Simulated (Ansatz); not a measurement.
Ideal-gas functions of `Cl[SiH2]Br` at 298.15 K and 1 bar, from an Ansatz frequency run at PBE0-D4/def2-TZVP.

Molar mass 145.46 g/mol, point group Cs (symmetry number 1), electronic degeneracy 1, moments of inertia 40.462, 318.316, 352.697 u Å². Harmonic wavenumbers (cm⁻¹, unscaled): 153, 430, 567, 569, 697, 853, 944, 2269, 2284.

Use S(trans) = R[1.5 ln M + 2.5 ln T − 1.1517]; rotational temperatures θ = 24.2544 K / I; S(rot) = R[ln(√π/σ · √(T³/θAθBθC)) + 1.5]; for each mode x = 1.438777 ν̃/T, S = R[x/(eˣ − 1) − ln(1 − e⁻ˣ)] and H = RT x/(eˣ − 1); 1 cm⁻¹ = 0.0119627 kJ/mol; R = 8.31446 J/(mol·K).

Question: By hand: the entropy, in J/(mol·K).

Answer: Translation 171.0. Rotation: θ = 0.5994, 0.0762, 0.0688 K, giving 112.2. Vibration, mode by mode: 11.02, 3.59, 2.13, 2.12, 1.30, 0.70, 0.49, 0.00, 0.00, in all 21.4. Electronic 0.0. Sum 304.6 J/(mol·K).

Question: By hand: H − E and G − E in kJ/mol, counted from the electronic energy.

Answer: Zero-point energy ½ × 8766 × 0.0119627 = 52.4; thermal vibration 3.9; translation, rotation and pV give 4 RT = 9.9. H − E = 66.2 kJ/mol, and G − E = 66.2 − 298.15 × 304.6/1000 = -24.6 kJ/mol.

Vibration gives 7 % of the entropy.
